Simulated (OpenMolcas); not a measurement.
Pr3+ among 6 point charges of -0.5 e arranged as a tetragonal octahedron (D4h), 2.57 Å from the ion, with the axial distance 2.647 Å.
```
   2.5700    0.0000    0.0000  -0.50
   0.0000    2.5700    0.0000  -0.50
  -2.5700    0.0000    0.0000  -0.50
   0.0000   -2.5700    0.0000  -0.50
   0.0000    0.0000    2.6471  -0.50
   0.0000    0.0000   -2.6471  -0.50
```

```json
{
 "Program": "OpenMolcas 26.06",
 "Method": "CASSCF",
 "Basis": "ANO-RCC-VTZP [8s7p5d3f2g1h]",
 "Scalar Hamiltonian": "DKH2, point nucleus",
 "Active space": "2 electrons in 7 orbitals (4f)",
 "State averaging": "2S+1 = 3 even, 21 roots; 2S+1 = 1 even, 27 roots kept (CI in the orbitals of an earlier block)",
 "Spin-orbit coupling": "state interaction with AMFI integrals over the reference wave functions"
}
```

**Question.** What is the spin-free ground state (labels of D4, the rotations of D4h)?

**Answer.** 3A2, 1-fold in its orbital part, 100 % from free-ion H terms; it has the highest spin that f2 allows.

**Question.** Where is the first state of the same spin?

**Answer.** 3E at 14.2 cm-1 above the ground state.

**Question.** What are the lowest two levels with spin-orbit coupling?

**Answer.** A 1-fold level A1, then a 2-fold level E 28.9 cm-1 above it. Their leading multiplicities are 3 (97 %) and 3 (97 %).

**Question.** What is χT at 300 K, and how does it compare with the textbook value?

**Answer.** Hund's rules give f2 the level 3H4 with g = 0.800, so an isolated free-ion multiplet has χT = g² J(J+1) / 8 = 1.600 cm3 K/mol. The computed 1.639 at 300 K differs by +2 %, through the field's splitting, the mixing of terms and any other multiplet in reach.

This is an electrostatic model: the charges have no orbitals. The first state left out of the spin-orbit step lies near 62000 cm-1 above the lowest spin-free state of the reference (among the parities and spins computed), and the lists stop at four fifths of that energy or lower. No measured value stands beside these numbers.
